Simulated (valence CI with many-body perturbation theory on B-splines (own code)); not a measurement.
Results of a calculation; reference values are marked as such.
**Sensitivity of CI+MBPT for Zr+**

Level of theory: relativistic CI+MBPT: three valence electrons over a frozen Dirac-Fock core [Kr], a basis of 6 s, 6 p, 5 d, 5 f, 1 g functions for each j, with the one-electron correlation potential Σ1 (screened to all orders), the two-electron term Σ2, the three-electron term Σ3, Breit, model QED; selected single and double excitations, second order for the rest, scaled by the run's own slope (own B-spline code, finite nucleus).

Set against measurement, 13 paired levels are off by 190 cm⁻¹ on average, the worst by 311. These come from a selection out of the NIST Handbook of Basic Atomic Spectroscopic Data. Levels without a partner in it may be off by more, other configurations by 1,000 to 4,000 cm⁻¹. Only levels of the ground parity were solved; by the run's estimate the other parity begins above the list, which can be wrong where configurations are misplaced.

The reference run has the lowest level 4d2 5s 4F_3/2 and an ionisation energy of 12.9065 eV. Its largest variational space holds 6917 state functions.

Names give the largest LS component (configuration and term), which can be under half, so a name can repeat, a term be missing and a line seem to break the LS rules; names also repeat where a configuration has a term twice.

Reference levels: 4d2 5s 4F_5/2 311, 4d2 5s 4F_7/2 756, 4d2 5s 4F_9/2 1313, 4d3 4F_3/2 2293, 4d3 4F_5/2 2602, 4d3 4F_7/2 2997, 4d3 4F_9/2 3456, 4d2 5s 2D_3/2 4557, 4d2 5s 2D_5/2 4816, 4d2 5s 2F_5/2 5832, 4d3 2P_1/2 5984, 4d3 2P_3/2 6367 cm⁻¹.

Q: Rank these changes by the mean size of the shift of these levels, smallest first.
A. orbitals per symmetry with explicit Σ2 and valence Breit (the others get mean screening factors) 5 → 4
B. QED terms on → off
C. Davidson tolerance 2e-05 → 0.03
D. Davidson tolerance 2e-05 → 0.0003; cutoff of virtual states (hartree) 3200 → 60

A: C (9.3 cm⁻¹), B (23 cm⁻¹), D (60 cm⁻¹), A (92 cm⁻¹).
